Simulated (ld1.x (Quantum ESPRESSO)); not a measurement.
# Building the RRKJ potential for nickel (PBE, non-relativistic).

ld1.x (Quantum ESPRESSO) 7.5 input, shortened:

```
&input
   title='Ni', zed=28., rel=0, dft='PBE', iswitch=3,
   config='[Ar] 3d8 4s2 4p0 4f-2'
 /
 &inputp
   pseudotype=2, tm=.false., rho0=0.02, lloc=1,
   nlcc=.true., new_core_ps=.true., rcore=0.50
 /
4
3S  1  0   2.00   0.00  1.10  1.10  0.0
3D  3  2   8.00   0.00  0.70  0.70  0.0
4F  4  3  -2.00  -0.20  1.20  1.20  0.0
3P  2  1   6.00   0.00  1.10  1.10  0.0
 &test
   configts(1)='3s2 3p6 3d8 4s2 4p0'
 /
```

Occupied shells without a wave of their own: 4s. They enter only through the test configuration that unscreens the potential, and ld1.x also counts them in the model core charge.

Question: Estimate the cutoffs (Ry, on a coarse ladder) from which the occupation-weighted sum of valence levels, in a spherical-Bessel basis at the reference potential, stays within 10 and 1 mRy of its value at 400 Ry.

Answer: 300 Ry and over 300 Ry.

Question: What does a ghost test show?

Answer: No extra level below or beside the all-electron valence levels (s, d, f, p tested).

Question: Which valence shell sets the plane-wave cutoff?

Answer: 3d: its level needs 300 Ry to come within 1 mRy, against 140 Ry for 3s.

Question: Tests: 3s2 3p6 3d8 4s1 4p0; 3s2 3p6 3d8 4s0 4p0; 3s2 3p6 3d7 4s0 4p0; 3s2 3p6 3d8 4s1.5 4p0; 3s2 3p6 3d8 4s0 4p2; 3s2 3p6 3d7 4s2 4p0; 3s2 3p6 3d9 4s0 4p0. Which has the largest error in its energy relative to the reference configuration, and how large is it?

Answer: 3s2 3p6 3d7 4s0 4p0, with -1162 meV (all-electron minus pseudo) on +63.94 eV.

ld1.x takes every shell without a wave as core, so the model core holds the 4s electrons as well and exchange and correlation see them twice. This cancels in the reference configuration, but the file is broken for other ones, and its errors say nothing about a proper core correction.
